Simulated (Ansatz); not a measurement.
`OC(=S)[O][GeH3]` + `NBS` → `NB[S][GeH3]` + `OC(O)=S`  (ligand exchange at a Ge–O bond)

Calculated with Ansatz (gas phase, PBE0-D4/def2-TZVP geometries, no zero-point term in ΔE). CBS: MP2 limit from def2 TZ/QZ plus the TZ coupled-cluster correction, frozen cores. Functionals use def2-TZVPP. For Ge outer-core shells are correlated without core-valence functions, which leaves a few kJ/mol of doubt a bond. Scalar relativity is left out up to krypton. Each species was taken in one conformer, which may not be the lowest.

`OC(=S)[O][GeH3]`:

```xyz
9

O     1.033    0.849    0.587
C    -0.081    0.443    1.218
S    -0.433    0.859    2.759
O    -0.823   -0.306    0.455
Ge   -0.360   -0.725   -1.268
H     1.525    1.395    1.214
H     0.960   -1.498   -1.226
H    -1.549   -1.595   -1.675
H    -0.272    0.578   -2.063
```

`NBS`:

Cartesian coordinates in Å:
```
N 0.443 -1.042 -0.327
B -0.021 0.262 -0.186
S -0.727 0.808 1.395
H 0.419 -1.734 0.403
H 0.839 -1.375 -1.188
H 0.045 1.019 -1.106
H -0.999 2.062 1.009
```

`NB[S][GeH3]`:

```xyz
10

N     0.155    2.051   -1.170
B     0.188    0.780   -0.607
S    -0.833    0.410    0.853
Ge   -0.260   -1.717    1.143
H    -0.410    2.805   -0.817
H     0.705    2.294   -1.976
H     0.892   -0.056   -1.095
H    -1.050   -2.207    2.365
H     1.249   -1.823    1.405
H    -0.636   -2.536   -0.101
```

`OC(O)=S`:

Z-matrix (Å, degrees):
```
C
O 1 1.320
S 1 1.626 2 124.4
O 1 1.335 2 110.7 3 -180.0
H 2 0.968 1 109.2 3 -180.0
H 4 0.966 1 106.9 2 -180.0
```

CCSD(T)/CBS gives -12.3 kJ/mol.

(1) Another level gave -12.5 kJ/mol. Which?
A. PBE0/def2-TZVPP
B. HF/def2-TZVPP
C. SCS-MP2/def2-TZVPP
D. MP2/def2-TZVPP

Largest T1 diagnostic among the species: 0.016.

Results:

(1) D. MP2/def2-TZVPP -12.5, PBE0 -20.5, SCS-MP2/def2-TZVPP -7.5, HF/def2-TZVPP -2.2 kJ/mol.

In def2-TZVPP, CCSD(T) changes the Hartree–Fock value by −7.5 kJ/mol (the triples alone add −1.1 kJ/mol) and MP2 by −10.3 kJ/mol.
